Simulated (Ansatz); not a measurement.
The cluster Al2SiO5⁺. Total charge 1; doublet. Geometry PBE-D4/def2-SVP, that of the neutral singlet; atoms count from 1.

```xyz
8

Al    0.0257   -0.1439    0.0345
Al   -0.5823    3.0910   -0.7453
Si    0.4615   -2.4478    0.5903
O    -0.5574   -1.7073   -0.5469
O     1.0629   -0.9807    1.1948
O     0.7394   -3.9184    0.9451
O    -0.8707    4.6404   -1.1187
O    -0.2792    1.4668   -0.3539
```

The structure comes from a short search, and lower isomers may exist.

(1) Estimate the Mulliken populations from the PBE0/def2-TZVP orbitals of Ansatz.

(2) Where does the spin sit?

(3) And the Mayer bond orders between heavy atoms (over 0.3)?

Answers

(1) 
| atom | charge (e) | spin (α − β) |
| --- | --- | --- |
| Al1 | 0.70 | 0.00 |
| Al2 | 0.78 | -0.02 |
| Si3 | 0.91 | -0.02 |
| O4 | -0.37 | 0.01 |
| O5 | -0.37 | 0.01 |
| O6 | -0.32 | 0.34 |
| O7 | -0.16 | 0.67 |
| O8 | -0.17 | 0.01 |
Mulliken values depend strongly on the basis.

(2) Summed by element: Al -0.02, Si -0.02, O 1.04, of 1 unpaired in all. Largest on single atoms: O7 0.67, O6 0.34, Al2 -0.02.

(3) Al1–O4 1.08 (1.77 Å); Al1–O5 1.08 (1.77 Å); Al1–O8 1.12 (1.68 Å); Al2–O7 1.68 (1.62 Å); Al2–O8 1.30 (1.70 Å); Si3–O4 1.13 (1.70 Å); Si3–O5 1.13 (1.70 Å); Si3–O6 1.88 (1.54 Å).
